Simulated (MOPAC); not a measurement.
MOPAC input (PM7):

```
PM7 FORCE THERMO(298,298) PRECISE LET CHARGE=-1 GEO-OK AUX(PRECISION=9) THREADS=1
H5ClN3Si

N     0.51249552 1    1.56297260 1   -1.09475320 1
Si    0.07874409 1    0.13237410 1   -0.42744830 1
N     1.48259061 1   -1.03497827 1   -0.50063066 1
N    -1.45094305 1   -0.68836878 1   -0.98150845 1
Cl   -0.33771037 1    0.10323562 1    1.68434845 1
H    -0.17152207 1    2.20405323 1   -1.45280646 1
H     1.73981719 1   -1.43554844 1    0.39311830 1
H     2.31119038 1   -0.60027443 1   -0.89533405 1
H    -1.71923956 1   -1.49015089 1   -0.42463343 1
H    -1.40415949 1   -0.98283662 1   -1.94900294 1
```

From the output:

```
     H   10   0.004773   0.007487   0.710750   4.426209

          HEAT OF FORMATION =     -97.798753 KCALS/MOLE

          ZERO POINT ENERGY      37.949 KCAL/MOL

           NORMAL COORDINATE ANALYSIS (Total motion = 1 Angstrom)

   Root No.       1         2         3         4         5         6         7         8

                 1 A       2 A       3 A       4 A       5 A       6 A       7 A       8 A

                 139.2     166.1     183.3     199.3     255.2     284.4     291.2     428.3

           1   -0.0060    0.0148   -0.0069   -0.0070    0.0556    0.0062    0.0143    0.0434
           2   -0.0041   -0.0286   -0.0273    0.0312   -0.0187   -0.0200    0.1143    0.0120
           3    0.0144    0.0891   -0.0150   -0.0091    0.0095    0.0999    0.0185   -0.0176
           4   -0.0098    0.0124   -0.0090   -0.0073    0.0620    0.0025    0.0109    0.0498
           5    0.0046   -0.0026   -0.0105    0.0181    0.0216    0.0036   -0.0622   -0.0559
           6   -0.0038    0.0006   -0.0150   -0.0015   -0.0130   -0.0483   -0.0210    0.1323
           7   -0.0093    0.0164    0.0243   -0.0465   -0.0533    0.0239   -0.0703   -0.0127
           8    0.0010   -0.0032   -0.0249    0.0278    0.0611    0.0038   -0.0294   -0.0285
           9   -0.0171   -0.0886    0.0415   -0.0205    0.0102    0.0665    0.0136    0.0044
          10    0.0004    0.0420   -0.0165    0.0382   -0.0581    0.0450    0.0386   -0.0070
          11    0.0048    0.0631    0.0033   -0.0250   -0.0454   -0.0446   -0.0036   -0.0019
          12   -0.0032   -0.0347   -0.0279    0.0712   -0.0382    0.0212   -0.0522    0.0184
          13    0.0046   -0.0438    0.0004    0.0088   -0.0232   -0.0333    0.0058   -0.0509
          14   -0.0033   -0.0161    0.0311   -0.0251   -0.0095    0.0279    0.0132    0.0468
          15   -0.0007    0.0169    0.0115   -0.0197    0.0183   -0.0479    0.0221   -0.1031
          16   -0.0078   -0.0029    0.0033   -0.0130    0.1078   -0.0316   -0.1343    0.0667
          17    0.0076   -0.0303   -0.0048    0.0177   -0.0611   -0.0172    0.1976    0.0329
          18   -0.0110    0.1266   -0.0858    0.0339    0.0170    0.1593    0.0737   -0.1063
          19    0.0798    0.1296    0.2304    0.1502   -0.0035   -0.0680   -0.0719    0.0868
          20   -0.0196   -0.0063   -0.1327   -0.0164    0.0768   -0.0527   -0.0155    0.0701
          21   -0.0886   -0.1853   -0.1056   -0.1786   -0.0380    0.1654    0.0108   -0.1173
          22    0.0002    0.0286    0.0617   -0.0488   -0.1131    0.0236   -0.1384   -0.0466
          23    0.0042    0.0023   -0.0044    0.0078   -0.0105    0.0063   -0.1044   -0.0705
          24    0.0824    0.0243    0.3113    0.2261    0.1179    0.0286    0.0830    0.0541
          25   -0.0457    0.0560   -0.0101    0.0466   -0.0621    0.0370    0.0392   -0.0005
          26   -0.2758    0.1752    0.0343    0.0660   -0.1840   -0.0451    0.0201   -0.0290
          27    0.1962   -0.0789   -0.0608    0.0437   -0.0865    0.0798   -0.0449   -0.0387
          28    0.2897   -0.0322   -0.0601   -0.0263   -0.0668    0.0968    0.0395   -0.0332
          29    0.2451    0.0634   -0.0146   -0.1687   -0.0491   -0.1279    0.0417    0.1644
          30    0.0334   -0.0245   -0.0275    0.0333   -0.0372   -0.0121   -0.0375    0.0755

   Root No.       9        10        11        12        13        14        15        16

                 9 A      10 A      11 A      12 A      13 A      14 A      15 A      16 A

                 502.1     699.6     733.4     804.4     817.2     914.8     965.1     985.2

           1   -0.0077    0.0348    0.0253    0.0485   -0.0740    0.0221    0.0307   -0.0310
           2    0.0190    0.0065   -0.0228   -0.0048    0.0319   -0.0133   -0.0040   -0.0153
           3   -0.0590    0.0036   -0.0136   -0.0025    0.0192   -0.0037   -0.0088   -0.0047
           4   -0.0011    0.0254   -0.0104    0.0041    0.0224   -0.0146   -0.0121    0.0057
           5   -0.0035    0.0019   -0.0581    0.0116   -0.0108    0.0407    0.0049    0.0154
           6    0.0088   -0.0324   -0.0089   -0.0220   -0.0035    0.0265    0.0156   -0.0077
           7    0.0087   -0.0305    0.0509   -0.0047    0.0233    0.0002    0.0146    0.0325
           8   -0.0065   -0.0944    0.0979   -0.0259    0.0060   -0.0303   -0.0074   -0.0178
           9    0.0048    0.0022   -0.0334   -0.0111   -0.0282   -0.0387    0.0001    0.0141
          10   -0.0015   -0.0411   -0.0261   -0.0415   -0.0027    0.0286   -0.0234    0.0096
          11    0.0096    0.1156    0.0469   -0.0208    0.0086   -0.0081    0.0075   -0.0029
          12   -0.0079    0.0747    0.0410    0.0381    0.0044   -0.0215   -0.0347    0.0095
          13   -0.0005   -0.0027    0.0002   -0.0005    0.0010    0.0000   -0.0005    0.0006
          14    0.0040    0.0034   -0.0005   -0.0005    0.0005   -0.0001    0.0005   -0.0001
          15   -0.0009   -0.0041   -0.0013   -0.0017    0.0001   -0.0009    0.0004    0.0001
          16    0.0475    0.0548   -0.1791    0.0052    0.2816   -0.0809   -0.0007   -0.1261
          17   -0.2877   -0.0072    0.1151    0.0200   -0.1854    0.0765    0.0011    0.0431
          18    0.5710   -0.0007    0.0372    0.0150   -0.1377   -0.0157    0.0383    0.0462
          19    0.0072   -0.0022   -0.0874   -0.0614   -0.0987   -0.1356   -0.0013    0.0228
          20   -0.0734   -0.0549   -0.0213   -0.0737   -0.0562   -0.2100    0.0993    0.2508
          21    0.0320   -0.0356    0.1343    0.0649    0.1156    0.1676   -0.0222   -0.0736
          22    0.0143   -0.0073   -0.0628   -0.0622   -0.1212   -0.0752   -0.0940   -0.1851
          23   -0.0020   -0.0640   -0.0301   -0.0788   -0.1368   -0.0955   -0.1135   -0.2297
          24    0.0635   -0.0657    0.1687    0.0698    0.1408    0.1498    0.0319    0.0156
          25   -0.0048   -0.0729   -0.0353   -0.0043   -0.0018    0.0177   -0.0409    0.0139
          26   -0.0435   -0.2288   -0.0867    0.2776    0.0336   -0.1322    0.1448   -0.0559
          27   -0.0284    0.0394    0.0158    0.0807    0.0455   -0.1015    0.2321   -0.0782
          28   -0.0066   -0.0722   -0.0494   -0.0059    0.0248   -0.0270    0.1845   -0.0591
          29    0.0598   -0.2056   -0.0362    0.2639   -0.0156   -0.0529   -0.2296    0.0671
          30    0.0089   -0.0121    0.0191    0.1015   -0.0082   -0.0200   -0.1259    0.0378

   Root No.      17        18        19        20        21        22        23        24

                17 A      18 A      19 A      20 A      21 A      22 A      23 A      24 A

                1091.5    1590.4    1596.6    2747.6    2752.8    2792.4    2800.2    2805.6

           1   -0.0806   -0.0005    0.0007   -0.0002    0.0003   -0.0322   -0.0009   -0.0019
           2   -0.0250    0.0008   -0.0006   -0.0004    0.0002   -0.0400   -0.0015   -0.0020
           3   -0.0138   -0.0003    0.0001   -0.0001    0.0000   -0.0168   -0.0006   -0.0008
           4    0.0673    0.0015    0.0007    0.0006   -0.0007   -0.0013   -0.0002    0.0012
           5    0.0098    0.0003    0.0018   -0.0005    0.0002   -0.0012   -0.0019   -0.0002
           6    0.0064   -0.0016    0.0004    0.0002   -0.0006   -0.0005   -0.0008   -0.0014
           7   -0.0165   -0.0032    0.0001    0.0420   -0.0024   -0.0003   -0.0004    0.0002
           8   -0.0069   -0.0413    0.0057   -0.0147    0.0009    0.0016   -0.0209    0.0036
           9   -0.0084   -0.0229    0.0030    0.0201   -0.0012    0.0009   -0.0177    0.0029
          10   -0.0229    0.0046    0.0322   -0.0021   -0.0347   -0.0023    0.0029    0.0185
          11    0.0028   -0.0008   -0.0014    0.0007    0.0114   -0.0007    0.0009    0.0041
          12   -0.0026   -0.0047   -0.0350   -0.0017   -0.0323    0.0019   -0.0031   -0.0190
          13   -0.0008    0.0000   -0.0001    0.0000   -0.0000    0.0001   -0.0000    0.0000
          14    0.0002   -0.0000    0.0000    0.0001   -0.0000   -0.0001    0.0000   -0.0000
          15   -0.0007   -0.0000   -0.0002   -0.0000    0.0001    0.0001   -0.0001    0.0000
          16   -0.2899    0.0001   -0.0020    0.0023   -0.0020    0.4749    0.0180    0.0237
          17    0.1205   -0.0012    0.0014    0.0033   -0.0028    0.5945    0.0230    0.0290
          18    0.0627    0.0032   -0.0002    0.0012   -0.0010    0.2484    0.0096    0.0120
          19   -0.0112   -0.1986    0.0257   -0.2717    0.0148   -0.0158    0.2974   -0.0496
          20   -0.1321    0.3539   -0.0497   -0.1124    0.0060   -0.0040    0.0812   -0.0135
          21    0.0390    0.0771   -0.0088   -0.3071    0.0164   -0.0136    0.2844   -0.0468
          22    0.0646    0.2078   -0.0274   -0.3291    0.0196    0.0201   -0.2841    0.0456
          23    0.0740    0.2178   -0.0278    0.3305   -0.0197   -0.0183    0.2575   -0.0410
          24    0.0092    0.2865   -0.0382    0.0198   -0.0009    0.0011   -0.0217    0.0042
          25   -0.0187   -0.0089   -0.0714    0.0273    0.4510    0.0458   -0.0606   -0.3768
          26    0.1019   -0.0107   -0.0681   -0.0025   -0.0405   -0.0062    0.0084    0.0561
          27    0.1139    0.0533    0.4067    0.0030    0.0483    0.0096   -0.0130   -0.0790
          28    0.0763   -0.0543   -0.4002    0.0025    0.0486   -0.0099    0.0145    0.0886
          29   -0.0392    0.0060    0.0402   -0.0068   -0.1239    0.0123   -0.0181   -0.1045
          30   -0.0307    0.0111    0.0822    0.0223    0.4167   -0.0401    0.0633    0.3804

           MASS-WEIGHTED COORDINATE ANALYSIS (NORMAL COORDINATES)

   Root No.       1         2         3         4         5         6         7         8

                 1 A       2 A       3 A       4 A       5 A       6 A       7 A       8 A

                 139.2     166.1     183.3     199.3     255.2     284.4     291.2     428.3

           1   -0.0407    0.0751   -0.0458   -0.0438    0.2932    0.0302    0.0694    0.1403
           2   -0.0277   -0.1452   -0.1803    0.1938   -0.0987   -0.0971    0.5535    0.0389
           3    0.0987    0.4517   -0.0988   -0.0567    0.0501    0.4859    0.0898   -0.0570
           4   -0.0945    0.0891   -0.0842   -0.0646    0.4630    0.0174    0.0745    0.2282
           5    0.0449   -0.0188   -0.0982    0.1594    0.1614    0.0245   -0.4263   -0.2561
           6   -0.0369    0.0043   -0.1401   -0.0130   -0.0972   -0.3325   -0.1437    0.6065
           7   -0.0638    0.0832    0.1605   -0.2893   -0.2810    0.1161   -0.3405   -0.0412
           8    0.0072   -0.0164   -0.1644    0.1731    0.3225    0.0185   -0.1426   -0.0922
           9   -0.1167   -0.4491    0.2734   -0.1274    0.0540    0.3236    0.0658    0.0142
          10    0.0028    0.2127   -0.1090    0.2378   -0.3062    0.2190    0.1867   -0.0227
          11    0.0328    0.3200    0.0220   -0.1553   -0.2395   -0.2170   -0.0175   -0.0061
          12   -0.0220   -0.1758   -0.1837    0.4425   -0.2012    0.1033   -0.2527    0.0596
          13    0.0503   -0.3535    0.0042    0.0868   -0.1944   -0.2577    0.0449   -0.2618
          14   -0.0358   -0.1298    0.3267   -0.2486   -0.0794    0.2161    0.1016    0.2408
          15   -0.0076    0.1366    0.1210   -0.1954    0.1539   -0.3704    0.1704   -0.5308
          16   -0.0142   -0.0040    0.0058   -0.0217    0.1526   -0.0412   -0.1745    0.0579
          17    0.0140   -0.0411   -0.0084    0.0294   -0.0865   -0.0225    0.2567    0.0285
          18   -0.0201    0.1721   -0.1517    0.0565    0.0241    0.2078    0.0957   -0.0923
          19    0.1462    0.1762    0.4075    0.2506   -0.0050   -0.0887   -0.0934    0.0753
          20   -0.0359   -0.0085   -0.2348   -0.0273    0.1086   -0.0688   -0.0201    0.0609
          21   -0.1624   -0.2520   -0.1867   -0.2980   -0.0537    0.2157    0.0140   -0.1018
          22    0.0003    0.0388    0.1092   -0.0815   -0.1600    0.0308   -0.1798   -0.0405
          23    0.0077    0.0031   -0.0078    0.0130   -0.0148    0.0083   -0.1357   -0.0612
```

The dipole moment of an ion depends on the origin.
